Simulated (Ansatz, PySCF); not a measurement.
formamidinium (CH5N2), SMILES NC=[NH2+], charge +1.

Coordinates come from a PBE-D3(BJ)/def2-TZVP optimisation. Other conformers were not sampled.

Vertical ionisation energy (IE) and electron affinity (EA) in eV. Rows of orbital energies are one-electron estimates. Where ΔSCF, EOM or ADC give a negative EA the extra electron is unbound and the value depends on the basis.

| level | IE | EA |
|---|---|---|
| −ε(HOMO), −ε(LUMO), CAM-B3LYP/def2-TZVPD (PySCF) | 15.74 | 5.14 |
| −ε(HOMO), −ε(LUMO), PBE/def2-TZVPD (PySCF) | 13.01 | 7.41 |
| ΔSCF, ωB97X-V/def2-SVPD (Ansatz), final states of multiplicity 2 and 2 | 16.99 | 3.90 |
| ΔSCF, PBE/def2-SVPD (Ansatz), final states of multiplicity 2 and 2 | 16.92 | 3.87 |

Q: What vertical singlet–triplet gap does ΔSCF give with ωB97X-V/def2-SVPD (Ansatz, a program for electronic structure) and with PBE/def2-SVPD (Ansatz)? (An estimate is asked for; the answer gives what the named calculation found.)

A: 5.34 and 5.12 eV (triplet above singlet where positive).
